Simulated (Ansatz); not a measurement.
System: AlI (charge 0, singlet). 
Geometry from a B3LYP-D3(BJ)/def2-TZVP (Ansatz, a quantum-chemistry and plane-wave program) optimisation:
```xyz
2

Al     0.0000     0.0000    -2.0675
I      0.0000     0.0000     0.5071
```
Charge 0, spin multiplicity 1.

Wanted: vertical ionisation energy (to the doublet state of charge +1; each state is the SCF solution reached for its spin), in eV. Valence correlation only, unless marked. UHF or UKS for open shells. No spin-orbit coupling. Frozen are the shells of the preceding noble gas and the d and f shells that filled before the atom's block. In def2 rows, elements after Kr have scalar-relativistic effective core potentials. CBS marks a two-point X^-3 extrapolation of the correlation energy; Hartree-Fock from the larger set.

```tsv
level	program	vertical ionisation energy (eV)
PBE/def2-TZVPD	Ansatz	8.70
PBE0/def2-TZVPD	Ansatz	8.76
CAM-B3LYP/def2-TZVPD	Ansatz	8.87
CCSD/def2-QZVPPD	Ansatz	8.84
CCSD(T)/CBS(def2-TZVPPD,def2-QZVPPD)	Ansatz	[?]
```

### Question
What belongs in the gaps?

### Answer

- CCSD(T)/CBS(def2-TZVPPD,def2-QZVPPD), vertical ionisation energy (eV): 8.93
